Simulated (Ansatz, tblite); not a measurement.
Spin states of the cluster Ga₂O₂, each relaxed with PBE-D4/def2-SVP in Ansatz. Electronic energies in the gas phase.

The xTB rows come from tblite. B3LYP takes the VWN-RPA correlation. HSE06 is defined as in plane-wave codes, on full-range PBE exchange. Correlated methods freeze 20 core orbitals; core or outer-core shells of Ga are correlated, in sets that lack core-valence functions. The structure comes from a short search, and lower isomers may exist.

Singlet geometry (C∞v within 0.1 Å):

```xyz
4

Ga    0.829   -0.038    0.395
Ga   -2.408    0.112   -1.147
O    -0.753    0.033   -0.358
O     2.332   -0.106    1.110
```

Triplet geometry (D2h within 0.1 Å):

```xyz
4

Ga   -0.919    0.267   -1.185
Ga    0.919   -0.267    1.184
O    -0.874    0.249    0.735
O     0.875   -0.249   -0.734
```

Quintet geometry:

Cartesian coordinates in Å:
```
Ga -0.170 -0.822 0.675
Ga -0.587 1.844 -0.111
O 0.854 0.790 0.358
O -0.096 -1.813 -0.922
```

⟨S²⟩: triplet 2.02 at PBE0-D4/def2-TZVP (pure 2.00), quintet 6.02 at PBE0-D4/def2-TZVP (pure 6.00).

Only these spin states were relaxed. The triplet has other bonds than the singlet, so the gap mixes isomer and spin. The quintet has other bonds than the singlet, so the gap mixes isomer and spin.

```tsv
level	triplet − singlet (kcal/mol)	quintet − singlet (kcal/mol)	lowest of these
HF/STO-3G	-171.3	-141.4	triplet
PBE-D4/def2-TZVP	30.0	121.3	singlet
r2SCAN-D4/def2-TZVP	27.7	111.3	singlet
B3LYP-D4/def2-TZVP	32.4	121.3	singlet
CAM-B3LYP-D4/def2-TZVP	37.6	123.0	singlet
ωB97X-V/def2-TZVP	40.9	124.0	singlet
MP2/def2-TZVP	68.4	136.9	singlet
```

(1) Estimate the rows for GFN1-xTB, GFN2-xTB, HF/def2-TZVP, r2SCANh-D4/def2-TZVP, PBE0-D4/def2-TZVP, HSE06-D4/def2-TZVP, RPA@PBE/def2-TZVP.

Results:

(1) 
```tsv
level	triplet − singlet (kcal/mol)	quintet − singlet (kcal/mol)	lowest of these
GFN1-xTB	74.9	228.3	singlet
GFN2-xTB	46.8	227.4	singlet
HF/def2-TZVP	27.3	68.7	singlet
r2SCANh-D4/def2-TZVP	28.5	109.2	singlet
PBE0-D4/def2-TZVP	32.1	114.1	singlet
HSE06-D4/def2-TZVP	31.8	114.0	singlet
RPA@PBE/def2-TZVP	30.1	116.1	singlet
```

The xTB methods have no term that favours high spin, so they put low spin too low.
